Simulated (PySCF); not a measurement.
Running PySCF for SbSe⁻

Input:

```python
from pyscf import gto, dft

mol = gto.M(
    atom='Sb 0 0 0; Se 0 0 2.58',
    basis='sbkjc',
    ecp={'Sb': 'sbkjc', 'Se': 'sbkjc'},
    charge=-1,
    spin=2,
    verbose=4,
)
mf = dft.UKS(mol, xc='bp86')
mf.kernel()
mf.dip_moment()
print('orbital energies (hartree):', [e[max(0, n-3):n+3].round(4) for e, n in zip(mf.mo_energy, mol.nelec)])
```

```bash
$ python input.py
```

Output (some set-up lines and the per-cycle HOMO/LUMO lines with their warnings removed):

```
PySCF version 2.14.0

[INPUT] verbose = 4
[INPUT] num. atoms = 2
[INPUT] num. electrons = 12
[INPUT] charge = -1
[INPUT] spin (= nelec alpha-beta = 2S) = 2
[INPUT] symmetry False subgroup None
[INPUT] Mole.unit = angstrom
[INPUT] Symbol           X                Y                Z      unit          X                Y                Z       unit  Magmom
[INPUT]  1 Sb     0.000000000000   0.000000000000   0.000000000000 AA    0.000000000000   0.000000000000   0.000000000000 Bohr   0.0
[INPUT]  2 Se     0.000000000000   0.000000000000   2.580000000000 AA    0.000000000000   0.000000000000   4.875493401378 Bohr   0.0

nuclear repulsion = 6.1532233827907
number of shells = 8
number of NR pGTOs = 40
number of NR cGTOs = 16
basis = sbkjc
ecp = {'Sb': 'sbkjc', 'Se': 'sbkjc'}

******** <class 'pyscf.dft.uks.UKS'> ********
method = UKS
initial guess = minao
damping factor = 0
level_shift factor = 0
DIIS = <class 'pyscf.scf.diis.CDIIS'>
diis_start_cycle = 1
diis_space = 8
diis_damp = 0
SCF conv_tol = 1e-09
SCF conv_tol_grad = None
SCF max_cycles = 50
direct_scf = True
direct_scf_tol = 1e-13
number electrons alpha = 7  beta = 5
XC library pyscf.dft.libxc version 7.0.0
    S. Lehtola, C. Steigemann, M. J.T. Oliveira, and M. A.L. Marques.,  SoftwareX 7, 1–5 (2018)
XC functionals = bp86
    A. D. Becke.,  Phys. Rev. A 38, 3098 (1988)
    J. P. Perdew.,  Phys. Rev. B 33, 8822 (1986)
radial grids:
    Treutler-Ahlrichs [JCP 102, 346 (1995); DOI:10.1063/1.469408] (M4) radial grids

becke partition: Becke, JCP 88, 2547 (1988); DOI:10.1063/1.454033
pruning grids: <function nwchem_prune>
grids dens level: 3
symmetrized grids: False
atomic radii adjust function: <function treutler_atomic_radii_adjust>
small_rho_cutoff = 0
Set gradient conv threshold to 3.16228e-05
tot grids = 42384
init E= -14.5408745230774

cycle= 1 E= -14.9305484234234  delta_E= -0.39  |g|= 0.0851  |ddm|= 1.78
cycle= 2 E= -14.8738052892914  delta_E= 0.0567  |g|= 0.222  |ddm|= 0.508
cycle= 3 E= -14.9337302942158  delta_E= -0.0599  |g|= 0.0577  |ddm|= 0.486
cycle= 4 E= -14.9377169096676  delta_E= -0.00399  |g|= 0.00911  |ddm|= 0.0879
cycle= 5 E= -14.9378085499885  delta_E= -9.16e-05  |g|= 0.00177  |ddm|= 0.0166
cycle= 6 E= -14.9378129334789  delta_E= -4.38e-06  |g|= 4.25e-05  |ddm|= 0.00417
cycle= 7 E= -14.9378129379703  delta_E= -4.49e-09  |g|= 3.08e-05  |ddm|= 0.000238
cycle= 8 E= -14.9378129393174  delta_E= -1.35e-09  |g|= 4.34e-06  |ddm|= 8.26e-05
cycle= 9 E= -14.937812939342  delta_E= -2.47e-11  |g|= 4.75e-07  |ddm|= 1.11e-05
Extra cycle  E= -14.9378129393391  delta_E= 2.95e-12  |g|= 1.65e-06  |ddm|= 3.81e-06
converged SCF energy = -14.9378129393391  <S^2> = 2.0014278  2S+1 = 3.0009517

WARN: System has nonzero charge -1; the dipole moment is origin-dependent.
Location of origin: [0. 0. 0.]

Dipole moment(X, Y, Z, Debye): -0.00000,  0.00000, -7.00371
orbital energies (hartree): [array([-0.0452,  0.0202,  0.0202,  0.1026,  0.2854,  0.2854]), array([-0.0641, -0.0232, -0.0232,  0.0534,  0.0534,  0.1154])]
```

In short: E(SCF) = -14.937813 Eh, 9 cycles, ⟨S²⟩ = 2.001.

Wall time 1.3 s on one thread of a shared host.

The basis has no diffuse functions, which an anion needs. The bond length is a typed value, not an optimised one. The dipole of an ion depends on the origin. No search for the lowest solution was made.
